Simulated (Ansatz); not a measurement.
System: CH$_{3}$Cl$_{3}$OSi, net charge 0, singlet state. 
Geometry from a B3LYP-D3(BJ)/def2-TZVP (Ansatz, a program for electronic structure) optimisation:
SMILES: Cl[Si](OC)(Cl)Cl
```xyz
9

Si     0.0601    -0.0004    -0.1201
Cl     0.4112    -1.6088     1.0926
Cl     0.2676     1.6913     1.0094
Cl     1.3946     0.0191    -1.6469
O     -1.4129    -0.0808    -0.7666
C     -2.6470    -0.1164    -0.0485
H     -3.4465    -0.1697    -0.7840
H     -2.6895    -0.9946     0.5982
H     -2.7670     0.7862     0.5533
```
Charge 0, spin multiplicity 1.

Property: vertical triplet-singlet gap (E(triplet) - E(singlet); each state is the SCF solution reached for its spin; for the triplet the Hartree-Fock reference is unstable and T1 is 0.031), in kcal/mol. Valence correlation only, unless marked. UHF or UKS for open shells. No spin-orbit coupling. Non-relativistic.  The program attaches cautions to a run behind CCSD/aug-cc-pV(D+d)Z: other roots. The program attaches cautions to a run behind CCSD/aug-cc-pV(T+d)Z: other roots. The program attaches cautions to a run behind CCSD(T)/aug-cc-pV(D+d)Z: other roots. The program attaches cautions to a run behind CCSD(T)/aug-cc-pV(T+d)Z: other roots.

| level | program | vertical triplet-singlet gap (kcal/mol) |
|---|---|---|
| HF/aug-cc-pV(Q+d)Z | Ansatz | 180.1 |
| RI-HF/aug-cc-pV(T+d)Z | Ansatz | 180.2 |
| SVWN5/def2-TZVPD | Ansatz | 147.3 |
| PBE/def2-TZVPD | Ansatz | 147.5 |
| r2SCAN/def2-TZVPD | Ansatz | 159.8 |
| B3LYP/def2-TZVPD | Ansatz | 162.0 |
| PBE0/def2-TZVPD | Ansatz | 166.2 |
| BHLYP/def2-TZVPD | Ansatz | 179.6 |
| CAM-B3LYP/def2-TZVPD | Ansatz | 175.1 |
| wB97M-V/def2-TZVPD | Ansatz | 180.9 |
| wB97X-V/def2-TZVPD | Ansatz | 184.7 |
| B2PLYP/def2-TZVPD | Ansatz | 175.5 |
| RI-MP2/aug-cc-pV(T+d)Z | Ansatz | 207.0 |
| RI-MP2/aug-cc-pV(Q+d)Z | Ansatz | 208.4 |
| CCSD/aug-cc-pV(D+d)Z | Ansatz | 183.9 |
| CCSD/aug-cc-pV(T+d)Z | Ansatz | 188.4 |
| CCSD(T)/aug-cc-pV(D+d)Z | Ansatz | 179.3 |
| CCSD(T)/aug-cc-pV(T+d)Z | Ansatz | 180.8 |
